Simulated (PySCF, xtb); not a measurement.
C4H9NSi, SMILES [SiH2](CCC#C)N. The values are those of a single conformer.

Harmonic wavenumbers (cm⁻¹) from GFN2-xTB (xtb) at its own minimum, in rising order: 62, 70, 98, 159, 187, 252, 300, 427, 461, 508, 611, 639, 651, 730, 732, 751, 763, 821, 902, 914, 987, 1068, 1123, 1220, 1256, 1328, 1457, 1488, 1530, 2240, 2243, 2292, 2938, 2957, 2957, 2972, 3395, 3475, 3508.

What does PBE-D3(BJ)/def2-SVP (PySCF) give at its own minimum? (An estimate is asked for; the answer gives what the named calculation found.)

68, 74, 91, 184, 196, 266, 339, 390, 464, 474, 630, 638, 642, 711, 749, 821, 857, 885, 888, 902, 944, 1014, 1105, 1139, 1248, 1287, 1379, 1393, 1497, 2147, 2152, 2164, 2949, 2976, 2988, 3031, 3410, 3487, 3581. Paired by order, the mean absolute difference is 38 cm⁻¹ and the zero-point energies are 72.2 and 71.7 kcal/mol.
